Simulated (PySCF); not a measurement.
Exercise with solution: chemical shift, span and skew from a shielding tensor

Ga(F)2(vinyl) (C2H3F2Ga), SMILES C=[CH][Ga]([F])[F]. Atoms are numbered in the order given.

```xyz
8

Ga     0.0421    -0.3199     0.0000
F      0.9727    -1.8039     0.0000
F     -1.6886    -0.6084     0.0000
C      0.7572     1.4717     0.0000
C     -0.0675     2.5318     0.0000
H      1.8422     1.6229     0.0000
H      0.3142     3.5598     0.0000
H     -1.1571     2.4230     0.0000
```

Geometry: TPSSh-D3(BJ)/def2-SVP. The structure was generated by enumeration; whether it is a known compound was not checked. Other conformers were not sampled.

GIAO shieldings from PySCF with B3LYP/pcSseg-1, non-relativistic, no solvent. The symmetric part of the tensor of C5 has the principal values -112.7, 20.1, 155.3 ppm. The same nucleus in TMS has σ = 181.3 ppm at this level (PySCF, at its B3LYP-D3(BJ)/def2-TZVP geometry).

Task: Work out the isotropic shielding, the ¹³C shift against TMS, the span and the skew.

Result: 
σ(iso) = (σ11 + σ22 + σ33)/3 = 20.9 ppm. δ = σ(ref) − σ(iso) = 181.3 − (20.9) = 160.4 ppm.
Span Ω = σ33 − σ11 = 268.0 ppm. Skew κ = 3(σ(iso) − σ22)/Ω = 0.01. Tumbling in solution averages the tensor to δ; in a static solid the shielding alone would spread this spin-1/2 line over Ω.
